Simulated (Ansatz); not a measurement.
Stepwise reaction of `NB(N)Br` with hydrogen, as a gas-phase model of exchange steps in deposition or etching. ΔE in kJ/mol; ΔG adds harmonic PBE0-D4 terms to CCSD(T)/CBS, at 1 bar.

Isolated molecules relaxed with PBE0-D4/def2-TZVP in Ansatz; ΔE leaves out vibrations. CCSD(T)/CBS adds triple-zeta CCSD(T) − MP2 to the extrapolated MP2 energy (def2 sets, frozen cores). This one scheme is used for every species. DFT in def2-TZVPP. B3LYP here is the variant with VWN-RPA as its local correlation; programs differ in this. For Br outer-core shells are correlated without core-valence functions, which leaves a few kJ/mol of doubt a bond. Scalar relativity is left out up to krypton. One conformer a species, not always the lowest.

```tsv
step	reaction	PBE-D4	B3LYP-D4	ωB97M-V	CCSD(T)/CBS	ΔG(500 K)
2	`NBBr` + H₂ → `BBr` + NH₃	126.8	123.9	124.0	118.6	115.2
```

Give the row of step 1, `NB(N)Br` + H₂ → `NBBr` + NH₃. (Best estimate.)

Ansatz gave: 
| step | reaction | PBE-D4 | B3LYP-D4 | ωB97M-V | CCSD(T)/CBS | ΔG(500 K) |
| --- | --- | --- | --- | --- | --- | --- |
| 1 | `NB(N)Br` + H₂ → `NBBr` + NH₃ | 65.7 | 67.0 | 67.2 | 63.9 | 62.4 |

By hand: ΔE of the 2 steps together at CCSD(T)/CBS.

(63.9) + (118.6) = 182.5 kJ/mol, or 91.2 kJ/mol a step.

In ΔE each step is higher than the one before. All are uphill at CCSD(T)/CBS. ΔG lies between 62.4 and 115.2 kJ/mol a step. PBE-D4 differs from CCSD(T)/CBS by 1.8 to 8.2 kJ/mol a step. Isolated molecules leave out the surface, adducts and barriers. Largest T1 diagnostic: 0.010.
